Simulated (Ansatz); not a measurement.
Series V(O)X3: r2SCAN-D4/def2-TZVP single points in Ansatz on relaxed structures, gas phase. Names give formal oxidation states. The structures are stationary points that may keep the symmetry of their start. Remarks come from the PBE and PBE0 runs and from stability tests at other levels; not every state was tested. HOMO above LUMO (over both spins in singlets and doublets, within one spin in higher multiplets; at PBE or PBE0), or a gap under 0.15 eV within one spin, warns that the state may not be the lowest or that an electron is smeared out.

```
        species  atoms    state          geometry  HOMO (eV)  LUMO (eV)  gap (eV)  vertical IE (eV)  vertical triplet (eV)  point group (within 0.1 Å)                                                 remarks
           VOF3      5  singlet  PBE0-D4/def2-SVP     -10.03      -4.85      5.18             13.51                   4.54                         C3v                                                       –
VO(OH)3 (VO4H3)      8  singlet  PBE0-D4/def2-SVP      -7.87      -3.03      4.83             10.95                   4.74                         C3v  gap within one spin near zero at PBE or PBE0 (triplet)
```

Q: Estimate the rows for VOCl3 (VCl3O) (singlet, PBE0-D4/def2-SVP geometry).

A: 
| species | atoms | state | geometry | HOMO (eV) | LUMO (eV) | gap (eV) | vertical IE (eV) | vertical triplet (eV) | point group (within 0.1 Å) | remarks |
| --- | --- | --- | --- | --- | --- | --- | --- | --- | --- | --- |
| VOCl3 (VCl3O) | 5 | singlet | PBE0-D4/def2-SVP | -8.69 | -5.19 | 3.50 | 11.45 | 3.25 | C3v | restricted SCF unstable in HF, gap within one spin near zero at PBE or PBE0 (+1 doublet), HOMO above LUMO (+1 doublet), gap within one spin near zero at PBE or PBE0 (triplet), HOMO above LUMO (triplet) |

The gap (eV) runs from 3.50 (VOCl3) to 5.18 (VOF3). The vertical IE (eV) runs from 10.95 (VO(OH)3) to 13.51 (VOF3). The vertical triplet (eV) runs from 3.25 (VOCl3) to 4.74 (VO(OH)3).
